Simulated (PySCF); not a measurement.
C4H6ClF, SMILES C(=C\CCCl)/F.

Geometry optimised at r2SCAN-D4/def2-SVP. The structure was generated by enumeration; whether it is a known compound was not checked. The values are those of a single conformer.

Level of theory: HF/def2-TZVP in PySCF.

Computed frontier levels, gap, dipole moment and polarisability:
The highest occupied level is -10.00 eV and the lowest empty level is 3.55 eV. The orbital gap is 13.54 eV. The dipole moment is 2.88 D and the quadrupole, principal values (traceless, Buckingham form, about the centre of nuclear charge) is -9.48, 3.16, 6.32 D·Å. The mean static polarisability is 57.5 bohr³ (8.52 Å³) and the polarisability, principal values is 46.9, 59.2, 66.3 bohr³.
